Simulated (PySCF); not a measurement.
## Which element holds H most strongly?

CCSD(T) in PySCF with def2-TZVPPD on every atom (core potentials on Mo, Ru, Sn), for the lowest determinant that a PBE0 search found; no spin–orbit coupling. D0 is De less the harmonic zero-point energy.

```
 M  state (unpaired electrons)  Re (Å)  ωe (cm⁻¹)  D0(MH) (eV)
Ga      singlet (closed shell)   1.664       1621         2.90
Sn               doublet (π ↑)   1.766       1731         2.56
Ti     quartet (σ ↑, π ↑, δ ↑)   1.772       1554         2.03
Ge               doublet (π ↑)   1.591       1907         2.81
Mo    sextet (σ ↑, π ↑↑, δ ↑↑)   1.718       1780         2.32
Ni               doublet (δ ↑)   1.454       1975         2.86
Ru         quartet (σ ↑, δ ↑↑)   1.574       2005         2.62
```

**Question.** Order the elements by D0 and give the energy of GeH + Sn → SnH + Ge.

**Answer.** Ga > Ni > Ge > Ru > Sn > Mo > Ti; ΔE = 2.81 − 2.56 = +0.25 eV at CCSD(T)/def2-TZVPPD. Close neighbours can swap at other levels.

Correlated steps freeze the inner cores (0 to 9 orbitals); shallow outer-core shells are correlated. UHF and ROHF references stand side by side, which adds small steps between rows. These are scalar-relativistic numbers at best; spin–orbit coupling would shift them, the dissociation energy most. Where the molecule has an RHF reference, its open-shell atoms are computed with UHF. The CCSD T1 diagnostic is raised in NiH, TiH, a sign that a single reference may not be enough there. States were picked by a PBE0 search and need not be the measured ground states.
